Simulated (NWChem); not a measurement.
Everything below was run with NWChem. System: Cl3Ga, charge 0, spin multiplicity 1, at a geometry optimised with PBE/def2-SVP. The structure started from a generated list of species. Level: TD-B3LYP/def2-SVP, VWN1-RPA local correlation.

The NWChem input:

```
start mol
memory heap 200 mb stack 900 mb global 1100 mb
geometry units angstroms nocenter noautoz
  Ga     0.000000     0.000000    -0.000004
  Cl     0.000000     0.000000     2.139655
  Cl     1.853007     0.000000    -1.069824
  Cl    -1.853007     0.000000    -1.069824
  symmetry group C2v
end
basis spherical
  * library def2-svp
end
dft
  xc b3lyp
  semidirect memsize 60000000 filesize 0
  iterations 100
end
tddft
  rpa
  nroots 8
  notriplet
  thresh 1e-4
end
task tddft energy
```

NWChem printed:

```
             Northwest Computational Chemistry Package (NWChem) 7.3.0
             --------------------------------------------------------

                                NWChem Input Module
                                -------------------

 Scaling coordinates for geometry "geometry" by  1.889725989
 (inverse scale =  0.529177249)

 Turning off AUTOSYM since
 SYMMETRY directive was detected!

                             Geometry "geometry" -> ""
                             -------------------------

 Output coordinates in angstroms (scale by  1.889725989 to convert to a.u.)

  No.       Tag          Charge          X              Y              Z
 ---- ---------------- ---------- -------------- -------------- --------------
    1 Ga                  31.0000     0.00000000     0.00000000    -0.00000400
    2 Cl                  17.0000     0.00000000     0.00000000     2.13965500
    3 Cl                  17.0000     1.85300700     0.00000000    -1.06982400
    4 Cl                  17.0000    -1.85300700     0.00000000    -1.06982400

 Effective nuclear repulsion energy (a.u.)     514.8086127412

            Nuclear Dipole moment (a.u.)
            ----------------------------
        X                 Y               Z
 ---------------- ---------------- ----------------
     0.0000000000     0.0000000000    -0.0000094486

      Symmetry information
      --------------------

 Group name             C2v
 Group number             16
 Group order               4
 No. of unique centers     3

      Symmetry unique atoms

     1    2    3


 Summary of "ao basis" -> "" (spherical)
 ------------------------------------------------------------------------------
       Tag                 Description            Shells   Functions and Types
 ---------------- ------------------------------  ------  ---------------------
 *                          def2-svp                  on all atoms

                                 NWChem DFT Module
                                 -----------------

 Summary of "ao basis" -> "ao basis" (spherical)
 ------------------------------------------------------------------------------
       Tag                 Description            Shells   Functions and Types
 ---------------- ------------------------------  ------  ---------------------
 Ga                         def2-svp                12       32   5s4p3d
 Cl                         def2-svp                 8       18   4s3p1d

 Summary of "ao basis" -> "ao basis" (spherical)
 ------------------------------------------------------------------------------
       Tag                 Description            Shells   Functions and Types
 ---------------- ------------------------------  ------  ---------------------
 Ga                         def2-svp                12       32   5s4p3d
 Cl                         def2-svp                 8       18   4s3p1d

      Symmetry analysis of basis
      --------------------------

        a1         37
        a2          9
        b1         24
        b2         16

            General Information
            -------------------
          SCF calculation type: DFT
          Wavefunction type:  closed shell.
          No. of atoms     :     4
          No. of electrons :    82
           Alpha electrons :    41
            Beta electrons :    41
          Charge           :     0
          Spin multiplicity:     1
          Use of symmetry is: off; symmetry adaption is: on
          Maximum number of iterations: 100
          AO basis - number of functions:    86
                     number of shells:    36
          Convergence on energy requested:  1.00D-06
          Convergence on density requested:  1.00D-05
          Convergence on gradient requested:  5.00D-04

              XC Information
              --------------
                         B3LYP Method XC Potential
                     Hartree-Fock (Exact) Exchange  0.200
                        Slater Exchange Functional  0.800 local
                    Becke 1988 Exchange Functional  0.720 non-local
              Lee-Yang-Parr Correlation Functional  0.810
                  VWN I RPA Correlation Functional  0.190 local

             Grid Information
             ----------------
          Grid used for XC integration:  medium
          Radial quadrature: Mura-Knowles
          Angular quadrature: Lebedev.
          Tag              B.-S. Rad. Rad. Pts. Rad. Cut. Ang. Pts.
          ---              ---------- --------- --------- ---------
          Ga                  1.30      112           7.0       590
          Cl                  1.00       88          10.0       590
          Grid pruning is: on
          Number of quadrature shells:   376
          Spatial weights used:  Erf1

          Convergence Information
          -----------------------
          Convergence aids based upon iterative change in
          total energy or number of iterations.
          Levelshifting, if invoked, occurs when the
          HOMO/LUMO gap drops below (HL_TOL):  1.00D-02
          DIIS, if invoked, will attempt to extrapolate
          using up to (NFOCK): 10 stored Fock matrices.

                    Damping( 0%)  Levelshifting(0.5)       DIIS
                  --------------- ------------------- ---------------
          dE  on:    start            ASAP                start
          dE off:    2 iters        100 iters           100 iters

      Screening Tolerance Information
      -------------------------------
          Density screening/tol_rho:  1.00D-10
          AO Gaussian exp screening on grid/accAOfunc:  14
[...]
          Estimated peak MA usage is             45600 doubles

    8 smallest eigenvalue differences (eV)
--------------------------------------------------------
  No. Spin  Occ  Vir  Irrep   E(Occ)    E(Vir)   E(Diff)
--------------------------------------------------------
    1    1   41   42 b1       -0.328    -0.085     6.615
    2    1   40   42 b2       -0.339    -0.085     6.911
    3    1   39   42 a2       -0.339    -0.085     6.911
    4    1   38   42 a1       -0.341    -0.085     6.967
    5    1   37   42 b1       -0.341    -0.085     6.967
    6    1   41   43 a2       -0.328    -0.060     7.284
    7    1   40   43 a1       -0.339    -0.060     7.581
    8    1   39   43 b1       -0.339    -0.060     7.581
--------------------------------------------------------

  Entering Davidson iterations
  Restricted singlet excited states

  Iter   NTrls   NConv    DeltaV     DeltaE      Time
  ----  ------  ------  ---------  ---------  ---------
    1      8       0     0.23E+00   0.10+100        4.8
    2     24       0     0.29E-01   0.29E-01        7.4
    3     40       0     0.89E-02   0.57E-03        7.5
    4     56       0     0.47E-01   0.69E-02        7.6
    5     72       1     0.39E-02   0.27E-02        7.6
    6     86       6     0.65E-03   0.79E-05        6.8
    7     90       6     0.27E-03   0.16E-06        3.4
    8     94       7     0.19E-03   0.16E-07        3.5
    9     96       8     0.68E-04   0.85E-08        2.7
  ----  ------  ------  ---------  ---------  ---------
  Convergence criterion met

  Ground state a1      -3305.027209661892 a.u.

  ----------------------------------------------------------------------------
  Root   1 singlet b1             0.201575588 a.u.                5.4852 eV
  ----------------------------------------------------------------------------
     Transition Moments    X -0.00001   Y -0.00000   Z -0.00000
     Transition Moments   XX  0.00000  XY  0.00000  XZ  0.00001
     Transition Moments   YY -0.00000  YZ -0.00000  ZZ  0.00000
     Dipole Oscillator Strength                    0.0000000000
     Electric Quadrupole                           0.0000000000
     Magnetic Dipole                               0.0000000065
     Total Oscillator Strength                     0.0000000065

          sigma_e =   2.0171 Angstrom
          sigma_h =   2.3759 Angstrom
         |d_h->e| =   0.0001 Angstrom
            d_exc =   3.0756 Angstrom
            d_CD1 =   0.3590 Angstrom
            d_CD2 =  -2.1964 Angstrom
            d_CD3 =   3.0757 Angstrom
     Pearson C.C. =   0.0265

     Occ.   41  b1  ---  Virt.   42  a1   0.99888 X
  ----------------------------------------------------------------------------
  Root   2 singlet b2             0.211370863 a.u.                5.7517 eV
  ----------------------------------------------------------------------------
     Transition Moments    X  0.00000   Y -0.00000   Z -0.00000
     Transition Moments   XX  0.00000  XY  0.00008  XZ -0.00000
     Transition Moments   YY -0.00000  YZ  0.87111  ZZ  0.00000
     Dipole Oscillator Strength                    0.0000000000
     Electric Quadrupole                           0.0000000382
     Magnetic Dipole                               0.0000000338
     Total Oscillator Strength                     0.0000000719

          sigma_e =   2.0126 Angstrom
          sigma_h =   2.1049 Angstrom
         |d_h->e| =   1.0024 Angstrom
            d_exc =   3.0471 Angstrom
            d_CD1 =   1.0947 Angstrom
            d_CD2 =  -1.0564 Angstrom
            d_CD3 =   4.0495 Angstrom
     Pearson C.C. =   0.0237

     Occ.   40  b2  ---  Virt.   42  a1  -0.99878 X
  ----------------------------------------------------------------------------
  Root   3 singlet a2             0.211371082 a.u.                5.7517 eV
  ----------------------------------------------------------------------------
     Transition Moments    X -0.00000   Y -0.00000   Z -0.00000
     Transition Moments   XX  0.00000  XY -0.87113  XZ -0.00000
     Transition Moments   YY -0.00000  YZ  0.00008  ZZ  0.00000
     Dipole Oscillator Strength                    0.0000000000
     Electric Quadrupole                           0.0000000382
     Magnetic Dipole                               0.0000000338
     Total Oscillator Strength                     0.0000000719

          sigma_e =   2.0126 Angstrom
          sigma_h =   2.1049 Angstrom
         |d_h->e| =   1.0023 Angstrom
            d_exc =   3.0471 Angstrom
            d_CD1 =   1.0946 Angstrom
            d_CD2 =  -1.0564 Angstrom
            d_CD3 =   4.0494 Angstrom
     Pearson C.C. =   0.0237

     Occ.   39  a2  ---  Virt.   42  a1   0.99878 X
  ----------------------------------------------------------------------------
  Root   4 singlet a1             0.217478759 a.u.                5.9179 eV
  ----------------------------------------------------------------------------
     Transition Moments    X -0.00009   Y  0.00000   Z  0.48605
     Transition Moments   XX -0.10974  XY -0.00000  XZ  0.00002
     Transition Moments   YY  0.00005  YZ  0.00000  ZZ  0.10949
     Dipole Oscillator Strength                    0.0342518372
     Electric Quadrupole                           0.0000000007
     Magnetic Dipole                               0.0000000000
     Total Oscillator Strength                     0.0342518379

          sigma_e =   2.0102 Angstrom
          sigma_h =   2.2047 Angstrom
         |d_h->e| =   0.7332 Angstrom
            d_exc =   3.0466 Angstrom
            d_CD1 =   0.9278 Angstrom
            d_CD2 =  -1.3742 Angstrom
            d_CD3 =   3.7799 Angstrom
     Pearson C.C. =   0.0177

     Occ.   35  a1  ---  Virt.   42  a1   0.11269 X
     Occ.   38  a1  ---  Virt.   42  a1  -0.96833 X
     Occ.   40  b2  ---  Virt.   43  b2  -0.21650 X
  ----------------------------------------------------------------------------
  Root   5 singlet b1             0.217479049 a.u.                5.9179 eV
  ----------------------------------------------------------------------------
     Transition Moments    X -0.48604   Y  0.00000   Z -0.00009
     Transition Moments   XX  0.00002  XY  0.00000  XZ  0.10961
     Transition Moments   YY -0.00000  YZ  0.00000  ZZ -0.00002
     Dipole Oscillator Strength                    0.0342502261
     Electric Quadrupole                           0.0000000007
     Magnetic Dipole                               0.0000000000
     Total Oscillator Strength                     0.0342502267

          sigma_e =   2.0102 Angstrom
          sigma_h =   2.2047 Angstrom
         |d_h->e| =   0.7332 Angstrom
            d_exc =   3.0466 Angstrom
            d_CD1 =   0.9278 Angstrom
            d_CD2 =  -1.3742 Angstrom
            d_CD3 =   3.7798 Angstrom
     Pearson C.C. =   0.0177

     Occ.   34  b1  ---  Virt.   42  a1   0.11269 X
     Occ.   37  b1  ---  Virt.   42  a1   0.96833 X
     Occ.   39  a2  ---  Virt.   43  b2   0.21650 X
  ----------------------------------------------------------------------------
  Root   6 singlet a2             0.226432722 a.u.                6.1616 eV
  ----------------------------------------------------------------------------
     Transition Moments    X  0.00000   Y -0.00000   Z -0.00000
     Transition Moments   XX  0.00000  XY -0.00001  XZ -0.00000
     Transition Moments   YY -0.00000  YZ -0.00000  ZZ  0.00000
     Dipole Oscillator Strength                    0.0000000000
     Electric Quadrupole                           0.0000000000
     Magnetic Dipole                               0.0000000000
     Total Oscillator Strength                     0.0000000000

          sigma_e =   1.9288 Angstrom
          sigma_h =   2.3764 Angstrom
         |d_h->e| =   0.0001 Angstrom
            d_exc =   3.0361 Angstrom
            d_CD1 =   0.4477 Angstrom
            d_CD2 =  -2.1525 Angstrom
            d_CD3 =   3.0362 Angstrom
     Pearson C.C. =   0.0163

     Occ.   41  b1  ---  Virt.   43  b2  -0.99952 X
  ----------------------------------------------------------------------------
  Root   7 singlet b2             0.238398709 a.u.                6.4872 eV
  ----------------------------------------------------------------------------
     Transition Moments    X  0.00000   Y  0.00000   Z  0.00000
     Transition Moments   XX -0.00000  XY -0.00006  XZ -0.00000
     Transition Moments   YY  0.00000  YZ  0.19500  ZZ -0.00000
     Dipole Oscillator Strength                    0.0000000000
     Electric Quadrupole                           0.0000000027
     Magnetic Dipole                               0.0000008822
     Total Oscillator Strength                     0.0000008849

          sigma_e =   1.9260 Angstrom
          sigma_h =   2.2253 Angstrom
         |d_h->e| =   0.7275 Angstrom
            d_exc =   3.0118 Angstrom
            d_CD1 =   1.0268 Angstrom
            d_CD2 =  -1.3482 Angstrom
            d_CD3 =   3.7393 Angstrom
     Pearson C.C. =   0.0140

     Occ.   38  a1  ---  Virt.   43  b2   0.99948 X
  ----------------------------------------------------------------------------
  Root   8 singlet a2             0.238398762 a.u.                6.4872 eV
  ----------------------------------------------------------------------------
     Transition Moments    X  0.00000   Y  0.00000   Z  0.00000
     Transition Moments   XX -0.00000  XY -0.19500  XZ  0.00000
     Transition Moments   YY  0.00000  YZ -0.00006  ZZ -0.00000
     Dipole Oscillator Strength                    0.0000000000
     Electric Quadrupole                           0.0000000027
     Magnetic Dipole                               0.0000008822
     Total Oscillator Strength                     0.0000008849

          sigma_e =   1.9260 Angstrom
          sigma_h =   2.2254 Angstrom
         |d_h->e| =   0.7274 Angstrom
            d_exc =   3.0118 Angstrom
            d_CD1 =   1.0268 Angstrom
            d_CD2 =  -1.3483 Angstrom
            d_CD3 =   3.7392 Angstrom
     Pearson C.C. =   0.0140

     Occ.   37  b1  ---  Virt.   43  b2  -0.99948 X

              Target root =      1
          Target symmetry = none
      Ground state energy =  -3305.027209661892
        Excitation energy =      0.201575588068
     Excited state energy =  -3304.825634073823

  stored tddft:energy   -3304.8256340738235

 Task  times  cpu:       54.0s     wall:       54.0s

 Total times  cpu:       54.0s     wall:       54.0s
```
